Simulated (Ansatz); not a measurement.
C₃₀H₂₀F₅O₃PS⁺, that is tetraphenylphosphonium pentafluorobenzenesulfonate with one electron fewer. Total charge 1; doublet. Geometry PBE-D4/def2-SVP, that of the neutral singlet; atoms count from 1.

Cartesian coordinates in Å:
```
O -1.536 1.953 3.807
S -0.839 1.836 2.509
O 0.533 2.425 2.425
O -0.911 0.452 1.892
C -1.870 2.841 1.351
C -1.497 4.119 0.908
F -0.347 4.693 1.267
C -2.297 4.833 -0.002
F -1.885 6.019 -0.474
C -3.515 4.297 -0.442
F -4.274 4.970 -1.314
C -3.918 3.031 0.012
F -5.079 2.512 -0.410
C -3.107 2.330 0.918
F -3.547 1.130 1.320
C -3.065 -3.518 -0.907
C -3.112 -2.532 0.092
C -1.992 -1.736 0.364
C -0.813 -1.930 -0.392
P 0.649 -0.893 -0.061
C 0.344 0.813 -0.588
C -0.805 1.086 -1.357
C -0.960 2.348 -1.946
C 0.013 3.341 -1.753
C 1.148 3.069 -0.976
C 1.328 1.803 -0.403
C 1.954 -1.449 -1.233
C 1.892 -1.007 -2.572
C 2.854 -1.433 -3.497
C 3.889 -2.292 -3.094
C 3.961 -2.723 -1.761
C 2.998 -2.305 -0.829
C 1.299 -1.271 1.591
C 1.237 -2.624 1.981
C 1.800 -3.020 3.203
C 2.417 -2.069 4.031
C 2.457 -0.721 3.642
C 1.899 -0.309 2.424
C -0.759 -2.921 -1.395
C -1.888 -3.714 -1.646
H -3.951 -4.139 -1.111
H -4.034 -2.373 0.672
H -2.013 -0.956 1.144
H -1.578 0.317 -1.493
H -1.857 2.559 -2.546
H -0.125 4.340 -2.192
H 1.900 3.852 -0.802
H 2.234 1.596 0.180
H 1.093 -0.320 -2.890
H 2.799 -1.084 -4.539
H 4.648 -2.619 -3.821
H 4.777 -3.386 -1.437
H 3.067 -2.639 0.216
H 0.736 -3.369 1.343
H 1.741 -4.074 3.514
H 2.850 -2.378 4.994
H 2.900 0.036 4.306
H 1.844 0.764 2.188
H 0.159 -3.075 -1.979
H -1.845 -4.488 -2.427
```

Single mean-field runs in def2-SVP are fitted with def2-universal-jkfit. In the doublet geometry the species has come apart into loosely held pieces.

(1) Estimate the Mulliken populations of the heavy atoms from the PBE0/def2-SVP orbitals of Ansatz.

(2) Where does the spin sit?

(3) And the Mayer bond orders between heavy atoms (over 0.3, the first 40 of 43)?

Answers

(1) 
```
atom  charge (e)  spin (α − β)
  O1       -0.33          0.28
  S2        1.06         -0.13
  O3       -0.39          0.22
  O4       -0.41          0.32
  C5       -0.28         -0.01
  C6        0.27          0.01
  F7       -0.16          0.00
  C8        0.17          0.05
  F9       -0.16          0.01
 C10        0.20         -0.02
 F11       -0.16          0.00
 C12        0.18          0.03
 F13       -0.16          0.01
 C14        0.28          0.03
 F15       -0.17          0.01
 C16        0.01          0.00
 C17       -0.01          0.00
 C18        0.00          0.00
 C19       -0.26          0.00
 P20        0.65         -0.01
 C21       -0.22          0.02
 C22        0.02          0.05
 C23       -0.05         -0.02
 C24        0.00          0.04
 C25        0.00          0.06
 C26        0.03         -0.02
 C27       -0.21          0.00
 C28        0.00          0.00
 C29       -0.01          0.00
 C30        0.00          0.00
 C31       -0.01          0.00
 C32        0.00          0.00
 C33       -0.13          0.03
 C34       -0.03         -0.01
 C35        0.00          0.02
 C36        0.01          0.03
 C37       -0.02         -0.02
 C38       -0.02          0.03
 C39        0.01          0.00
 C40       -0.01          0.00
```
Mulliken values depend strongly on the basis.

(2) Summed by element: O 0.82, S -0.13, C 0.30, F 0.02, P -0.01, H -0.01, of 1 unpaired in all. Largest on single atoms: O4 0.32, O1 0.28, O3 0.22.

(3) O1–S2 1.63 (1.48 Å); S2–O3 1.55 (1.50 Å); S2–O4 1.38 (1.52 Å); S2–C5 0.79 (1.85 Å); C5–C6 1.41 (1.40 Å); C5–C14 1.33 (1.41 Å); C6–F7 1.13 (1.34 Å); C6–C8 1.26 (1.41 Å); C8–F9 1.13 (1.34 Å); C8–C10 1.26 (1.40 Å); C10–F11 1.14 (1.34 Å); C10–C12 1.26 (1.40 Å); C12–F13 1.14 (1.34 Å); C12–C14 1.28 (1.40 Å); C14–F15 1.12 (1.34 Å); C16–C17 1.38 (1.40 Å); C16–C40 1.39 (1.40 Å); C17–C18 1.42 (1.40 Å); C18–C19 1.34 (1.41 Å); C19–P20 1.01 (1.82 Å); C19–C39 1.36 (1.41 Å); P20–C21 0.99 (1.81 Å); P20–C27 0.97 (1.84 Å); P20–C33 1.00 (1.81 Å); C21–C22 1.33 (1.41 Å); C21–C26 1.34 (1.41 Å); C22–C23 1.40 (1.40 Å); C23–C24 1.38 (1.40 Å); C24–C25 1.34 (1.40 Å); C25–C26 1.42 (1.40 Å); C27–C28 1.34 (1.41 Å); C27–C32 1.38 (1.41 Å); C28–C29 1.43 (1.40 Å); C29–C30 1.38 (1.40 Å); C30–C31 1.39 (1.40 Å); C31–C32 1.41 (1.40 Å); C33–C34 1.34 (1.41 Å); C33–C38 1.32 (1.41 Å); C34–C35 1.41 (1.40 Å); C35–C36 1.37 (1.40 Å).
